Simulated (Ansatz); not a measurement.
Cost and result for the atomization energy of CH9BSSi2 (14 atoms, 14 bonds).

Z-matrix (Å, degrees):
```
B
S 1 2.052
Si 1 1.948 2 69.2
H 1 1.194 2 111.0 3 117.4
H 1 1.199 2 104.6 3 -111.0
H 2 1.344 1 99.3 3 -87.4
C 3 1.865 1 126.6 2 -92.5
H 3 1.487 1 123.7 2 85.6
Si 7 1.876 3 114.7 1 110.1
H 7 1.097 3 106.7 1 -129.8
H 7 1.094 3 109.6 1 -14.0
H 9 1.485 7 110.1 3 -72.3
H 9 1.488 7 110.7 3 167.6
H 9 1.487 7 109.9 3 47.7
```

The species carries charge 0 and has multiplicity 1. The bonds changed during the relaxation, so this is another structure than the one it started from. The geometry is a stationary point of PBE0-D4/def2-TZVP. It is one conformer, not always the lowest. Program: Ansatz. All runs use 4 threads of an Arm Neoverse V2 on a shared host. Times are those of one run each, without the atoms' runs, and a repeat can differ threefold. Electronic energies, without spin–orbit coupling; frozen cores. CCSD(T)/CBS adds CCSD(T) − MP2 in def2-TZVPP to the MP2 limit, and its time is that of the two runs behind it. T1 = 0.012. B3LYP takes the VWN-RPA correlation (the form of Gaussian; ORCA's B3LYP/G).

CCSD(T)/CBS is a level of theory with its own doubt, some kJ/mol a heavy atom from the limit and from the frozen cores, so smaller differences don't rank the functionals.

```tsv
level	functions	wall time	atomization (kJ/mol)	difference from CCSD(T)/CBS	per bond
PBE-D4/def2-TZVPP (with forces)	314	3.3 s	4602.7	33.2	2.4
PBE0-D4/def2-TZVPP	314	4.5 s	4576.5	7.0	0.5
r2SCAN-D4/def2-TZVPP (with forces)	314	6.5 s	4604.2	34.7	2.5
B3LYP-D4/def2-TZVPP (with forces)	314	7 s	4572.6	3.1	0.2
B2PLYP/def2-TZVPP	314	8 s	4506.9	-62.6	-4.5
ωB97X-V/def2-TZVPP	314	11 s	4606.2	36.7	2.6
ωB97M-V/def2-TZVPP (with forces)	314	16 s	4598.5	29.0	2.1
MP2/def2-QZVPP	594	33 s	4539.7	-29.8	-2.1
CCSD(T)/def2-TZVPP	314	13 min	4459.2	-110.3	-7.9
CCSD(T)/CBS(def2)	–	13 min	4569.5	0.0	0.0
```

From PBE to PBE0 (25 % exact exchange), in def2-TZVPP and without D4, the atomization energy moves by −20.9 kJ/mol: exact exchange takes away binding that semilocal exchange gives to molecules. In def2-TZVPP, CCSD(T) changes the Hartree–Fock value by +1011.7 kJ/mol (the triples alone add +57.6 kJ/mol) and MP2 by +1027.3 kJ/mol; breaking electron pairs costs correlation energy, which Hartree–Fock lacks. The D4 term adds +61.1 kJ/mol with B3LYP and +32.3 kJ/mol with PBE0; it sums over pairs of atoms, weighted by their polarisabilities, and B3LYP, whose exchange is more repulsive, gets the larger term.
